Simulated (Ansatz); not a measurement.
Ansatz (a first-principles code) job for Sn(Cl)(Br)(OH)2 (BrClH2O2Sn), SMILES [OH][Sn]([OH])([Cl])[Br], PBE-D3(BJ)/def2-SVP. 

Ansatz 0.2 input:
```yaml
crystal:
  periodic: [false, false, false]
  atoms:
    - {symbol: O, position_ang: [-1.02660438, -1.69601736, 1.07435640]}
    - {symbol: Sn, position_ang: [0.20329637, -0.43003206, 0.22930334]}
    - {symbol: O, position_ang: [1.57078440, -1.51984919, -0.66540468]}
    - {symbol: Cl, position_ang: [1.25356637, 0.93221941, 1.80515371]}
    - {symbol: Br, position_ang: [-1.07455864, 0.99739970, -1.30844746]}
    - {symbol: H, position_ang: [-0.57004546, -2.52274345, 1.28120379]}
    - {symbol: H, position_ang: [2.35071053, -1.00544106, -0.90993676]}
basis:
  gaussian:
    orbitals: def2-SVP
hamiltonian:
  xc: pbe
  dispersion: d3bj
relax: {f_tol: 0.002, max_steps: 200}
```

It prints:

```
WARN ansatz: RAYON_NUM_THREADS=1 ignored (pool sized by the plan → 1); use --threads N
Functional definition: PBE
integrals: 0.06 GiB planned
1233 factors; their error is unknown
mean field: 0.32 GiB planned
mean field evaluation 1: about -92482.5241 eV, gradient 8.1e1 eV
mean field evaluation 2: about -92338.8292 eV, gradient 2.3e2 eV
mean field evaluation 4: about -92493.2870 eV, gradient 2.1e1 eV
mean field evaluation 8: about -92494.5020 eV, gradient 2.1e-1 eV
mean field evaluation 16: about -92494.4294 eV, gradient 2.8e-4 eV
mean field -92494.42941015 eV, -3399.1075858470 hartree, gradient 3.9e-5 eV, S^2 0.000000; 0 other end points of the search recorded, 0 dependent functions left out
the calculation of the forces begins
reference -92494.42944769 eV, -3399.1075872266 hartree; 46, 46 occupied and 68, 68 virtual orbitals, 1233 factors
relax step   1: F+E_penalty+E_count = -92494.61457373 eV  Δ(F+E_penalty+E_count) = +0.000e0 eV  max|allowed force component| = 7.227e-1 eV/Å  Δτ_max = 0.0000 Å  (27 SCF iters, accepted)
these checks for a lower state are left out or cut short: starts, cluster_reference, orbital_swaps, neighbouring_geometries, increment
integrals: 0.06 GiB planned
1233 factors; their error is unknown
mean field: 0.32 GiB planned
mean field -92494.46615169 eV, -3399.1089360736 hartree, gradient 7.3e-5 eV, S^2 0.000000; 0 other end points of the search recorded, 0 dependent functions left out
the calculation of the forces begins
reference -92494.46618939 eV, -3399.1089374593 hartree; 46, 46 occupied and 68, 68 virtual orbitals, 1233 factors
relax step   2: F+E_penalty+E_count = -92494.64771387 eV  Δ(F+E_penalty+E_count) = -3.314e-2 eV  max|allowed force component| = 2.824e-1 eV/Å  Δτ_max = 0.0552 Å  (26 SCF iters, accepted)
these checks for a lower state are left out or cut short: starts, cluster_reference, orbital_swaps, neighbouring_geometries, increment
integrals: 0.06 GiB planned
1233 factors; their error is unknown
mean field: 0.32 GiB planned
mean field -92494.47170920 eV, -3399.1091403083 hartree, gradient 6.6e-5 eV, S^2 0.000000; 0 other end points of the search recorded, 0 dependent functions left out
the calculation of the forces begins
reference -92494.47174689 eV, -3399.1091416934 hartree; 46, 46 occupied and 68, 68 virtual orbitals, 1233 factors
relax step   3: F+E_penalty+E_count = -92494.65411985 eV  Δ(F+E_penalty+E_count) = -6.406e-3 eV  max|allowed force component| = 6.307e-2 eV/Å  Δτ_max = 0.0192 Å  (27 SCF iters, accepted)
these checks for a lower state are left out or cut short: starts, cluster_reference, orbital_swaps, neighbouring_geometries, increment
integrals: 0.06 GiB planned
1233 factors; their error is unknown
mean field: 0.32 GiB planned
mean field evaluation 32: about -92494.4722 eV, gradient 1.4e-5 eV
mean field -92494.47223716 eV, -3399.1091597107 hartree, gradient 6.5e-5 eV, S^2 0.000000; 0 other end points of the search recorded, 0 dependent functions left out
the calculation of the forces begins
reference -92494.47227486 eV, -3399.1091610962 hartree; 46, 46 occupied and 68, 68 virtual orbitals, 1233 factors
relax step   4: F+E_penalty+E_count = -92494.65495387 eV  Δ(F+E_penalty+E_count) = -8.340e-4 eV  max|allowed force component| = 3.421e-2 eV/Å  Δτ_max = 0.0205 Å  (26 SCF iters, accepted)
these checks for a lower state are left out or cut short: starts, cluster_reference, orbital_swaps, neighbouring_geometries, increment
integrals: 0.06 GiB planned
1233 factors; their error is unknown
mean field: 0.32 GiB planned
mean field -92494.47242180 eV, -3399.1091664959 hartree, gradient 6.5e-5 eV, S^2 0.000000; 0 other end points of the search recorded, 0 dependent functions left out
the calculation of the forces begins
reference -92494.47245952 eV, -3399.1091678821 hartree; 46, 46 occupied and 68, 68 virtual orbitals, 1233 factors
relax step   5: F+E_penalty+E_count = -92494.65515368 eV  Δ(F+E_penalty+E_count) = -1.998e-4 eV  max|allowed force component| = 1.681e-2 eV/Å  Δτ_max = 0.0141 Å  (27 SCF iters, accepted)
these checks for a lower state are left out or cut short: starts, cluster_reference, orbital_swaps, neighbouring_geometries, increment
integrals: 0.06 GiB planned
1233 factors; their error is unknown
mean field: 0.32 GiB planned
mean field -92494.47230030 eV, -3399.1091620309 hartree, gradient 8.6e-5 eV, S^2 0.000000; 0 other end points of the search recorded, 0 dependent functions left out
the calculation of the forces begins
reference -92494.47233809 eV, -3399.1091634196 hartree; 46, 46 occupied and 68, 68 virtual orbitals, 1233 factors
[...]
these checks for a lower state are left out or cut short: starts, cluster_reference, orbital_swaps, neighbouring_geometries, increment
integrals: 0.06 GiB planned
1233 factors; their error is unknown
mean field: 0.32 GiB planned
mean field -92494.47270516 eV, -3399.1091769094 hartree, gradient 6.8e-5 eV, S^2 0.000000; 0 other end points of the search recorded, 0 dependent functions left out
the calculation of the forces begins
reference -92494.47274293 eV, -3399.1091782975 hartree; 46, 46 occupied and 68, 68 virtual orbitals, 1233 factors
relax step   9: F+E_penalty+E_count = -92494.65547085 eV  Δ(F+E_penalty+E_count) = -6.590e-5 eV  max|allowed force component| = 1.716e-2 eV/Å  Δτ_max = 0.0189 Å  (27 SCF iters, accepted)
these checks for a lower state are left out or cut short: starts, cluster_reference, orbital_swaps, neighbouring_geometries, increment
integrals: 0.06 GiB planned
1233 factors; their error is unknown
mean field: 0.32 GiB planned
mean field -92494.47273477 eV, -3399.1091779974 hartree, gradient 6.9e-5 eV, S^2 0.000000; 0 other end points of the search recorded, 0 dependent functions left out
the calculation of the forces begins
reference -92494.47277257 eV, -3399.1091793866 hartree; 46, 46 occupied and 68, 68 virtual orbitals, 1233 factors
relax step  10: F+E_penalty+E_count = -92494.65551903 eV  Δ(F+E_penalty+E_count) = -4.818e-5 eV  max|allowed force component| = 4.092e-2 eV/Å  Δτ_max = 0.0231 Å  (26 SCF iters, accepted)
these checks for a lower state are left out or cut short: starts, cluster_reference, orbital_swaps, neighbouring_geometries, increment
integrals: 0.06 GiB planned
1233 factors; their error is unknown
mean field: 0.32 GiB planned
mean field evaluation 64: about -92494.5473 eV, gradient 2.2e-1 eV
mean field -92494.47271843 eV, -3399.1091773969 hartree, gradient 1.2e-5 eV, S^2 0.000000; 0 other end points of the search recorded, 0 dependent functions left out
the calculation of the forces begins
reference -92494.47275623 eV, -3399.1091787861 hartree; 46, 46 occupied and 68, 68 virtual orbitals, 1233 factors
relax step  11: F+E_penalty+E_count = -92494.65554425 eV  Δ(F+E_penalty+E_count) = -2.522e-5 eV  max|allowed force component| = 1.473e-2 eV/Å  Δτ_max = 0.0029 Å  (24 SCF iters, accepted)
these checks for a lower state are left out or cut short: starts, cluster_reference, orbital_swaps, neighbouring_geometries, increment
integrals: 0.06 GiB planned
1233 factors; their error is unknown
mean field: 0.32 GiB planned
mean field -92494.47273858 eV, -3399.1091781375 hartree, gradient 2.5e-5 eV, S^2 0.000000; 0 other end points of the search recorded, 0 dependent functions left out
the calculation of the forces begins
reference -92494.47277638 eV, -3399.1091795265 hartree; 46, 46 occupied and 68, 68 virtual orbitals, 1233 factors
relax step  12: F+E_penalty+E_count = -92494.65555419 eV  Δ(F+E_penalty+E_count) = -9.941e-6 eV  max|allowed force component| = 1.138e-2 eV/Å  Δτ_max = 0.0023 Å  (23 SCF iters, accepted)
these checks for a lower state are left out or cut short: starts, cluster_reference, orbital_swaps, neighbouring_geometries, increment
integrals: 0.06 GiB planned
1233 factors; their error is unknown
mean field: 0.32 GiB planned
mean field -92494.47276184 eV, -3399.1091789923 hartree, gradient 6.8e-5 eV, S^2 0.000000; 0 other end points of the search recorded, 0 dependent functions left out
the calculation of the forces begins
reference -92494.47279965 eV, -3399.1091803816 hartree; 46, 46 occupied and 68, 68 virtual orbitals, 1233 factors
relax step  13: F+E_penalty+E_count = -92494.65556911 eV  Δ(F+E_penalty+E_count) = -1.492e-5 eV  max|allowed force component| = 1.976e-3 eV/Å  Δτ_max = 0.0067 Å  (27 SCF iters, accepted)
these checks for a lower state are left out or cut short: starts, cluster_reference, orbital_swaps, neighbouring_geometries, increment
integrals: 0.06 GiB planned
1233 factors; their error is unknown
mean field: 0.32 GiB planned
mean field -92494.47276622 eV, -3399.1091791532 hartree, gradient 6.8e-5 eV, S^2 0.000000; 0 other end points of the search recorded, 0 dependent functions left out
the calculation of the forces begins
reference -92494.47280404 eV, -3399.1091805429 hartree; 46, 46 occupied and 68, 68 virtual orbitals, 1233 factors
relax step  14: F+E_penalty+E_count = -92494.65557577 eV  Δ(F+E_penalty+E_count) = -6.653e-6 eV  max|allowed force component| = 1.075e-2 eV/Å  Δτ_max = 0.0100 Å  (27 SCF iters, accepted)
these checks for a lower state are left out or cut short: starts, cluster_reference, orbital_swaps, neighbouring_geometries, increment
integrals: 0.06 GiB planned
1233 factors; their error is unknown
mean field: 0.32 GiB planned
mean field -92494.47276450 eV, -3399.1091790898 hartree, gradient 6.8e-5 eV, S^2 0.000000; 0 other end points of the search recorded, 0 dependent functions left out
the calculation of the forces begins
reference -92494.47280232 eV, -3399.1091804797 hartree; 46, 46 occupied and 68, 68 virtual orbitals, 1233 factors
relax step  15: F+E_penalty+E_count = -92494.65557926 eV  Δ(F+E_penalty+E_count) = -3.490e-6 eV  max|allowed force component| = 8.094e-3 eV/Å  Δτ_max = 0.0060 Å  (28 SCF iters, accepted)
these checks for a lower state are left out or cut short: starts, cluster_reference, orbital_swaps, neighbouring_geometries, increment
integrals: 0.06 GiB planned
1233 factors; their error is unknown
mean field: 0.32 GiB planned
mean field evaluation 96: about -92494.4728 eV, gradient 2.3e-5 eV
mean field -92494.47276504 eV, -3399.1091791099 hartree, gradient 2.3e-5 eV, S^2 0.000000; 0 other end points of the search recorded, 0 dependent functions left out
the calculation of the forces begins
reference -92494.47280287 eV, -3399.1091805000 hartree; 46, 46 occupied and 68, 68 virtual orbitals, 1233 factors
relax step  16: F+E_penalty+E_count = -92494.65558253 eV  Δ(F+E_penalty+E_count) = -3.270e-6 eV  max|allowed force component| = 4.262e-3 eV/Å  Δτ_max = 0.0046 Å  (23 SCF iters, accepted)
these checks for a lower state are left out or cut short: starts, cluster_reference, orbital_swaps, neighbouring_geometries, increment
integrals: 0.06 GiB planned
1233 factors; their error is unknown
mean field: 0.32 GiB planned
mean field -92494.47276528 eV, -3399.1091791187 hartree, gradient 8.0e-6 eV, S^2 0.000000; 0 other end points of the search recorded, 0 dependent functions left out
the calculation of the forces begins
reference -92494.47280311 eV, -3399.1091805088 hartree; 46, 46 occupied and 68, 68 virtual orbitals, 1233 factors
relax step  17: F+E_penalty+E_count = -92494.65558320 eV  Δ(F+E_penalty+E_count) = -6.705e-7 eV  max|allowed force component| = 1.185e-3 eV/Å  Δτ_max = 0.0014 Å  (22 SCF iters, accepted)
integrals: 0.06 GiB planned
1233 factors; their error is unknown
mean field: 0.32 GiB planned
mean field -92494.47276528 eV, -3399.1091791187 hartree, gradient 8.0e-6 eV, S^2 0.000000; 1 other end points of the search recorded, 0 dependent functions left out
the calculation of the forces begins
reference -92494.47280311 eV, -3399.1091805088 hartree; 46, 46 occupied and 68, 68 virtual orbitals, 1233 factors
Total energy: -92494.65562102 eV, -3399.1158989432 hartree
Atom 0 at    -1.078719    -1.733946     1.008276 Å, force     0.001185    -0.000094     0.000163 eV/Å
Atom 1 at     0.198585    -0.446847     0.195496 Å, force    -0.000493     0.000003    -0.000147 eV/Å
Atom 2 at     1.593494    -1.527418    -0.736540 Å, force    -0.000805    -0.000682     0.000085 eV/Å
Atom 3 at     1.282484     0.885381     1.818958 Å, force    -0.000083    -0.000035     0.000177 eV/Å
Atom 4 at    -1.118432     1.020611    -1.316812 Å, force    -0.000001     0.000010    -0.000015 eV/Å
Atom 5 at    -0.562069    -2.466377     1.403324 Å, force    -0.000675     0.000248    -0.000100 eV/Å
Atom 6 at     2.391806    -0.975869    -0.866474 Å, force     0.000872     0.000550    -0.000164 eV/Å
Dipole moment:     0.333503    -0.129752    -0.007377 e Å
```

Self-consistency was reached.
